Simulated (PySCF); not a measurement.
C5H3F3OS.
Bonds: F1–C2, C2–F3, C2–F4, C2–S5, S5–C6, C6–C7 (aromatic), C7–C8 (aromatic), C8–C9 (aromatic), C9–O10 (aromatic), C6–O10 (aromatic). Hydrogens: H11 on C7; H12 on C8; H13 on C9.

The same species was optimised twice, with GFN2-xTB and with PBE0-D3(BJ)/def2-SVP (PySCF), and the same property calculations (PySCF, gas phase) were run on both structures.

| coordinate | GFN2-xTB | PBE0-D3(BJ)/def2-SVP | change |
| --- | --- | --- | --- |
| S5–C6 (Å) | 1.754 | 1.736 | -0.018 |
| C2–S5 (Å) | 1.839 | 1.826 | -0.013 |
| C7–C8 (Å) | 1.412 | 1.424 | +0.012 |
| C6–O10 (Å) | 1.346 | 1.357 | +0.011 |
| F1–C2 (Å) | 1.335 | 1.328 | -0.007 |
| C2–F3 (Å) | 1.333 | 1.326 | -0.007 |
| C9–O10 (Å) | 1.337 | 1.340 | +0.003 |
| C6–C7 (Å) | 1.366 | 1.369 | +0.003 |
| C8–C9 (Å) | 1.364 | 1.366 | +0.002 |
| C2–F4 (Å) | 1.325 | 1.327 | +0.002 |
| F4–C2–S5 (°) | 110.6 | 107.2 | -3.4 |
| C2–S5–C6 (°) | 96.9 | 99.2 | +2.3 |
| C7–C6–O10 (°) | 110.9 | 110.0 | -0.9 |
| F1–C2–S5 (°) | 111.4 | 112.3 | +0.9 |
| F3–C2–F4 (°) | 108.1 | 108.8 | +0.7 |
| C6–C7–C8 (°) | 105.4 | 106.1 | +0.7 |
| F1–C2–F4 (°) | 107.9 | 108.6 | +0.7 |
| C6–O10–C9 (°) | 106.7 | 107.3 | +0.6 |
| F1–C2–S5–C6 (°) | 56 | 61 | +5 |
| C2–S5–C6–C7 (°) | -83 | -93 | -10 |

Rotational constants: A = 2550, B = 748.1, C = 734.6 MHz (GFN2-xTB) against A = 2589, B = 729.2, C = 726.1 MHz (PBE0-D3(BJ)/def2-SVP). Point groups within 0.08 Å: C1 and C1.

On the GFN2-xTB structure: lowest triplet, Tamm–Dancoff (eV) 3.80 [CAM-B3LYP/def2-SVPD]; isotropic polarisability (au) 82.1 [CAM-B3LYP/def2-SVPD]; HOMO (eV) -8.52 [CAM-B3LYP/def2-SVPD]; LUMO (eV) 0.08 [CAM-B3LYP/def2-SVPD]; dipole (D) 2.73 [CAM-B3LYP/def2-SVPD]; HOMO (eV) -7.23 [PBE0/pcSseg-1]; LUMO (eV) -0.87 [PBE0/pcSseg-1]; dipole (D) 2.50 [PBE0/pcSseg-1]; GIAO shielding of F1/F3/F4 (mean) (ppm) 227.7 [PBE0/pcSseg-1]; GIAO shielding of C2 (ppm) 46.8 [PBE0/pcSseg-1]; GIAO shielding of S5 (ppm) 382.9 [PBE0/pcSseg-1]; GIAO shielding of C6 (ppm) 44.0 [PBE0/pcSseg-1]; GIAO shielding of C7 (ppm) 54.8 [PBE0/pcSseg-1]; GIAO shielding of C8 (ppm) 67.1 [PBE0/pcSseg-1]; GIAO shielding of C9 (ppm) 34.1 [PBE0/pcSseg-1]; GIAO shielding of O10 (ppm) 10.8 [PBE0/pcSseg-1].

Problem. What do these properties become on the PBE0-D3(BJ)/def2-SVP structure?

Solution. 
```
                                    property                level  on GFN2-xTB  on PBE0-D3(BJ)/def2-SVP  change
           lowest triplet, Tamm–Dancoff (eV)  CAM-B3LYP/def2-SVPD         3.80                     3.80    0.00
               isotropic polarisability (au)  CAM-B3LYP/def2-SVPD         82.1                     82.8    +0.7
                                   HOMO (eV)  CAM-B3LYP/def2-SVPD        -8.52                    -8.56   -0.04
                                   LUMO (eV)  CAM-B3LYP/def2-SVPD         0.08                     0.07   -0.01
                                  dipole (D)  CAM-B3LYP/def2-SVPD         2.73                     2.82   +0.09
energy, GFN2-xTB geometry as zero (kcal/mol)  CAM-B3LYP/def2-SVPD          0.0                     -1.2    -1.2
                                   HOMO (eV)        PBE0/pcSseg-1        -7.23                    -7.27   -0.04
                                   LUMO (eV)        PBE0/pcSseg-1        -0.87                    -0.89   -0.02
                                  dipole (D)        PBE0/pcSseg-1         2.50                     2.59   +0.09
energy, GFN2-xTB geometry as zero (kcal/mol)        PBE0/pcSseg-1          0.0                     -1.0    -1.0
     GIAO shielding of F1/F3/F4 (mean) (ppm)        PBE0/pcSseg-1        227.7                    231.1    +3.4
                  GIAO shielding of C2 (ppm)        PBE0/pcSseg-1         46.8                     48.6    +1.8
                  GIAO shielding of S5 (ppm)        PBE0/pcSseg-1        382.9                    403.9   +21.0
                  GIAO shielding of C6 (ppm)        PBE0/pcSseg-1         44.0                     43.1    -0.9
                  GIAO shielding of C7 (ppm)        PBE0/pcSseg-1         54.8                     52.7    -2.1
                  GIAO shielding of C8 (ppm)        PBE0/pcSseg-1         67.1                     66.3    -0.8
                  GIAO shielding of C9 (ppm)        PBE0/pcSseg-1         34.1                     31.7    -2.4
                 GIAO shielding of O10 (ppm)        PBE0/pcSseg-1         10.8                      3.8    -7.0
```

The heavy atoms differ by 0.097 Å rms after alignment. Among bonds between heavy atoms S5–C6 changes most (-0.018 Å). Changes are differences of the printed values. Neither structure is proved a minimum here.

The values belong to the conformer `[F:1][C:2]([F:3])([F:4])[S:5][c:6]1[cH:7][cH:8][cH:9][o:10]1`: F1–C2–S5–C6 61°, C2–S5–C6–C7 -93°.
